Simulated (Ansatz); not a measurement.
Basis-set extrapolation for C₂H₇BFNO, SMILES `CNBOCF` (PBE0-D4/def2-TZVP geometry, frozen core, Ansatz 0.2.0). Multiplicity 1, RHF reference.

|  | def2-TZVPP | def2-QZVPP |
| --- | --- | --- |
| HF | -333.467297 | -333.482874 |
| MP2 correlation | -1.136730 | -1.223601 |
| CCSD(T) correlation | -1.217288 | not run |

Energies in hartree. Use E(X) = E(∞) + A·exp(−7.88·√X) for Hartree–Fock and E(X) = E(∞) + B·X^(−2.97) for correlation, with X = 3 and 4, and add CCSD(T) minus MP2 of the smaller set to the MP2 limit.

Task: What is the CCSD(T) energy at the basis-set limit?

Result: HF limit: -333.482874 + (-0.015577) × 0.13774 = -333.48502. MP2 limit: -1.223601 + (-0.086871) × 0.74074 = -1.28795. Higher-order term: -1.217288 − (-1.136730) = -0.08056. Total: -334.85353 hartree, 106.0 kcal/mol below CCSD(T)/def2-TZVPP.
